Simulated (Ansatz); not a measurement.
Ansatz (a quantum-chemistry and plane-wave program) input (B3LYP-D3(BJ)/def2-TZVP):

Ansatz 0.2 input:
```yaml
crystal:
  periodic: [false, false, false]
  atoms:
    - {symbol: Os, position_ang: [-0.00000000, -0.00000000, 0.00000000]}
    - {symbol: O, position_ang: [1.69517397, -0.04378527, 0.00452600]}
    - {symbol: O, position_ang: [-0.80961245, 1.48979000, -0.02461470]}
    - {symbol: O, position_ang: [-0.88556152, -1.44600473, 0.02008869]}
basis:
  gaussian:
    orbitals: def2-TZVP
hamiltonian:
  xc: b3lyp
  dispersion: d3bj
phonons: {temperatures: {t_min: 298.15, t_max: 298.15, t_step: 100}}
```

Output:

```
Functional definition: B3LYP
integrals: 0.05 GiB planned
852 factors; their error is unknown
mean field: 0.45 GiB planned
mean field evaluation 1: about -8591.3291 eV, gradient 1.1e2 eV
mean field evaluation 2: about -8433.6465 eV, gradient 3.1e2 eV
mean field evaluation 4: about -8612.4140 eV, gradient 1.4e1 eV
mean field evaluation 8: about -8612.7526 eV, gradient 3.9e-2 eV
mean field evaluation 16: about -8612.7775 eV, gradient 5.1e-5 eV
mean field -8612.77754611 eV, -316.5137368691 hartree, gradient 5.1e-5 eV, S^2 0.000000; 0 other end points of the search recorded, 0 dependent functions left out
the calculation of the forces begins
reference -8612.77776676 eV, -316.5137449779 hartree; 20, 20 occupied and 113, 113 virtual orbitals, 852 factors
these checks for a lower state are left out or cut short: stability, starts, cluster_reference, orbital_swaps, neighbouring_geometries, increment
integrals: 0.05 GiB planned
852 factors; their error is unknown
mean field: 0.45 GiB planned
mean field -8612.77735506 eV, -316.5137298484 hartree, gradient 1.9e-6 eV, S^2 0.000000; 0 other end points of the search recorded, 0 dependent functions left out
the calculation of the forces begins
reference -8612.77757571 eV, -316.5137379569 hartree; 20, 20 occupied and 113, 113 virtual orbitals, 852 factors
these checks for a lower state are left out or cut short: stability, starts, cluster_reference, orbital_swaps, neighbouring_geometries, increment
integrals: 0.05 GiB planned
852 factors; their error is unknown
mean field: 0.45 GiB planned
mean field evaluation 32: about -8612.7774 eV, gradient 2.0e-6 eV
mean field -8612.77735527 eV, -316.5137298561 hartree, gradient 2.0e-6 eV, S^2 0.000000; 0 other end points of the search recorded, 0 dependent functions left out
the calculation of the forces begins
reference -8612.77757593 eV, -316.5137379651 hartree; 20, 20 occupied and 113, 113 virtual orbitals, 852 factors
these checks for a lower state are left out or cut short: stability, starts, cluster_reference, orbital_swaps, neighbouring_geometries, increment
integrals: 0.05 GiB planned
852 factors; their error is unknown
mean field: 0.45 GiB planned
mean field -8612.77750076 eV, -316.5137352025 hartree, gradient 2.0e-6 eV, S^2 0.000000; 0 other end points of the search recorded, 0 dependent functions left out
the calculation of the forces begins
reference -8612.77772142 eV, -316.5137433117 hartree; 20, 20 occupied and 113, 113 virtual orbitals, 852 factors
these checks for a lower state are left out or cut short: stability, starts, cluster_reference, orbital_swaps, neighbouring_geometries, increment
integrals: 0.05 GiB planned
852 factors; their error is unknown
mean field: 0.45 GiB planned
mean field -8612.77746674 eV, -316.5137339525 hartree, gradient 2.6e-6 eV, S^2 0.000000; 0 other end points of the search recorded, 0 dependent functions left out
the calculation of the forces begins
reference -8612.77768738 eV, -316.5137420608 hartree; 20, 20 occupied and 113, 113 virtual orbitals, 852 factors
these checks for a lower state are left out or cut short: stability, starts, cluster_reference, orbital_swaps, neighbouring_geometries, increment
integrals: 0.05 GiB planned
852 factors; their error is unknown
mean field: 0.45 GiB planned
mean field -8612.77743436 eV, -316.5137327625 hartree, gradient 1.9e-6 eV, S^2 0.000000; 0 other end points of the search recorded, 0 dependent functions left out
the calculation of the forces begins
reference -8612.77765502 eV, -316.5137408715 hartree; 20, 20 occupied and 113, 113 virtual orbitals, 852 factors
these checks for a lower state are left out or cut short: stability, starts, cluster_reference, orbital_swaps, neighbouring_geometries, increment
integrals: 0.05 GiB planned
852 factors; their error is unknown
mean field: 0.45 GiB planned
mean field -8612.77738218 eV, -316.5137308450 hartree, gradient 2.0e-6 eV, S^2 0.000000; 0 other end points of the search recorded, 0 dependent functions left out
the calculation of the forces begins
reference -8612.77760283 eV, -316.5137389535 hartree; 20, 20 occupied and 113, 113 virtual orbitals, 852 factors
these checks for a lower state are left out or cut short: stability, starts, cluster_reference, orbital_swaps, neighbouring_geometries, increment
integrals: 0.05 GiB planned
852 factors; their error is unknown
mean field: 0.45 GiB planned
mean field evaluation 64: about -8612.7526 eV, gradient 4.9e-4 eV
mean field -8612.77751183 eV, -316.5137356094 hartree, gradient 2.6e-6 eV, S^2 0.000000; 0 other end points of the search recorded, 0 dependent functions left out
the calculation of the forces begins
reference -8612.77773247 eV, -316.5137437180 hartree; 20, 20 occupied and 113, 113 virtual orbitals, 852 factors
these checks for a lower state are left out or cut short: stability, starts, cluster_reference, orbital_swaps, neighbouring_geometries, increment
integrals: 0.05 GiB planned
852 factors; their error is unknown
mean field: 0.45 GiB planned
mean field -8612.77753114 eV, -316.5137363191 hartree, gradient 3.0e-6 eV, S^2 0.000000; 0 other end points of the search recorded, 0 dependent functions left out
the calculation of the forces begins
reference -8612.77775179 eV, -316.5137444279 hartree; 20, 20 occupied and 113, 113 virtual orbitals, 852 factors
Total energy: -8612.91433901 eV, -316.5187639155 hartree
Atom 0 at     0.000000     0.000000     0.000000 Å, force    -0.000245     0.000006    -0.000001 eV/Å
Atom 1 at     1.695174    -0.043785     0.004526 Å, force     0.000361    -0.000009     0.000001 eV/Å
Atom 2 at    -0.809612     1.489790    -0.024615 Å, force    -0.000052     0.000239    -0.000004 eV/Å
Atom 3 at    -0.885562    -1.446005     0.020089 Å, force    -0.000064    -0.000236     0.000003 eV/Å
Dipole moment:    -0.000000     0.000000    -0.000000 e Å
Vibrations: 148.60 308.41 308.45 1003.42 1003.45 1043.76 cm⁻¹, zero-point energy 0.236568 eV
```
